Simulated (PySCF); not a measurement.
## Electron correlation in Hg²⁺ (mercury, charge +2)

[Xe] 4f14 5d9 6s1, high-spin 3D determinant (an excited configuration). All numbers are calculated (PySCF 2.14, the spin-free X2C one-electron Hamiltonian (Gaussian nucleus), in ANO-RCC-VTZP). Frozen: [Xe] 4f14; 10 electrons correlated.

MP2 pair energies summed by pair of shells (mhartree):

| pair | energy | share (%) |
| --- | --- | --- |
| 5d-5d | -238.55 | 82.4 |
| 5d-6s | -51.02 | 17.6 |

Total MP2 correlation energy: -289.57 mhartree.

Same-spin part -106.14 and opposite-spin part -183.43 mhartree; SCS-MP2 scales them by 1/3 and 6/5 to -255.49 mhartree.
